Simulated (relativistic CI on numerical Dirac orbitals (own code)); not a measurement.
Tc2+: 3d photoemission

Computed with this model: Dirac-Coulomb-Breit CI, KLI orbitals optimised for each configuration, a model potential for QED, valence Slater integrals scaled by 0.8, multiplet model of photoemission in the sudden approximation; configurations [Kr] 4d5 → [Ar] 3d9 4s2 4p6 4d5; 80 K; Lorentzian 0.3 eV and Gaussian 0.5 eV FWHM. Energies are those of the free ion, without screening or charge transfer. The energies are binding energies and can lie tens of eV above those of solids. S is read from ⟨S²⟩ = S(S + 1).

free ion: ground-state S = 2.49, centroid 283.79 eV. Peaks (eV, height): 281.7 (100), 285.2 (71), 286.5 (18), 291.6 (11).

Strongest unbroadened transitions for free ion:

| Energy (eV) | Relative strength |
| --- | --- |
| 281.47 | 100.0 |
| 281.77 | 80.0 |
| 282.04 | 60.1 |
| 282.26 | 41.0 |
| 282.42 | 23.4 |
| 282.51 | 7.5 |
| 285.06 | 14.5 |
| 285.07 | 21.2 |
| 285.10 | 21.9 |
| 285.15 | 6.0 |
| 285.19 | 8.3 |
| 285.22 | 37.1 |
| 285.26 | 6.2 |
| 285.37 | 10.0 |
| 285.48 | 6.2 |
| 286.60 | 8.7 |
| 291.63 | 4.4 |
| 291.76 | 8.3 |
